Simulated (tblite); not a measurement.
Isomers of [C7H10NO]+ (charge +1). Method: GFN2-xTB as coded in tblite; computed harmonic values from a numerical Hessian at the method's own geometry, unscaled. This tight-binding method is rough: wavenumbers can miss measured ones by several per cent, in bad cases by 10 to 20. One conformer each.

Electronic energies: GFN2-xTB at the same geometries; isomer energies are rough at this level and their order can be wrong.

| SMILES | electronic energy, lowest = 0 (kcal/mol) |
| --- | --- |
| C[n+]1cocc1C1CC1 | 15.2 |
| CN(C)c1cc[o+]cc1 | 8.0 |
| COc1cccc[n+]1C | 0.0 |
| C=Cc1occ[n+]1CC | 14.7 |

Q: How do GFN2-xTB zero-point energies change the relative energies?

A: 
```
          SMILES  ZPE (kcal/mol)  of it from modes above 1550 cm⁻¹  electronic (kcal/mol)  with ZPE, lowest = 0 (kcal/mol)  lowest mode (cm⁻¹)  rings
  COc1cccc[n+]1C            98.4                              46.1                    0.0                              0.0                 112      1
CN(C)c1cc[o+]cc1            98.4                              48.3                    8.0                              8.1                  3i      1
 C=Cc1occ[n+]1CC            98.1                              46.5                   14.7                             14.4                  52      1
C[n+]1cocc1C1CC1            98.9                              46.6                   15.2                             15.7                  50      2
```

The zero-point energies span 0.8 kcal/mol, from `C=Cc1occ[n+]1CC` to `C[n+]1cocc1C1CC1`. Slightly imaginary modes are left out of the zero-point energy: `CN(C)c1cc[o+]cc1` 3.0i cm⁻¹. The order is unchanged.

Q: What do entropy and thermal enthalpy add at 298.15 K and 1 bar (rigid rotor, harmonic oscillator, one conformer each)?

A: 
| SMILES | point group | symmetry number | S (cal/(mol K)) | H − H(0) (kcal/mol) | ZPE + H − H(0) − TS (kcal/mol) |
| --- | --- | --- | --- | --- | --- |
| COc1cccc[n+]1C | Cs | 1 | 90.2 | 6.08 | 77.5 |
| C=Cc1occ[n+]1CC | C1 | 1 | 93.0 | 6.23 | 76.6 |
| C[n+]1cocc1C1CC1 | Cs | 1 | 90.2 | 5.86 | 77.8 |

Not tabulated: `CN(C)c1cc[o+]cc1` (lowest mode only 3i cm⁻¹).
